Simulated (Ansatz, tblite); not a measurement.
Removing an electron: Pd₂H⁻ (the lowest singlet isomer of a short search). Charge -1, multiplicity 1. Geometry: r2SCAN-D4/def2-TZVPD. Ansatz, gas phase; energy differences of separate SCF runs; the oxidised species was run as a doublet alone.

```xyz
3

Pd   -0.462   -1.686    0.253
Pd   -0.514    0.776    0.010
H     0.976    0.910   -0.263
```

In the def2 sets Pd takes a core potential; there is no spin–orbit coupling. The xTB rows come from tblite. The structure comes from a short search, and lower isomers may exist.

```json
{"level": "GFN2-xTB", "−HOMO (eV)": "3.75", "vertical IE (eV)": "6.44", "−LUMO (eV)": "2.43", "HOMO–LUMO gap (eV)": "1.32", "remarks": "–"}
{"level": "PBE-D4/def2-TZVPD", "−HOMO (eV)": "-1.22", "vertical IE (eV)": "1.67", "−LUMO (eV)": "-1.70", "HOMO–LUMO gap (eV)": "0.48", "remarks": "HOMO above zero (-1 singlet)"}
{"level": "r2SCAN-D4/def2-TZVPD", "−HOMO (eV)": "-1.16", "vertical IE (eV)": "1.50", "−LUMO (eV)": "-1.90", "HOMO–LUMO gap (eV)": "0.73", "remarks": "HOMO above zero (-1 singlet)"}
```

Question: Estimate the rows for GFN1-xTB, PBE0-D4/def2-TZVPD.

Answer: 
```
             level  −HOMO (eV)  vertical IE (eV)  −LUMO (eV)  HOMO–LUMO gap (eV)                       remarks
          GFN1-xTB        2.69              5.98        0.84                1.85                             –
PBE0-D4/def2-TZVPD       -0.29              1.40       -2.53                2.23  HOMO above zero (-1 singlet)
```

Run but left out: HF/def2-TZVPPD, MP2/def2-TZVPPD, CCSD/def2-TZVPPD, CCSD(T)/def2-TZVPPD (singlet: restricted singlet, unstable towards broken spin symmetry).  A HOMO above zero means that the electron is unbound at that level or that self-interaction error raises the level; the energy of removing that electron tells which. Raw xTB energy differences between charge states are shifted by several eV; the methods need an empirical correction for them.
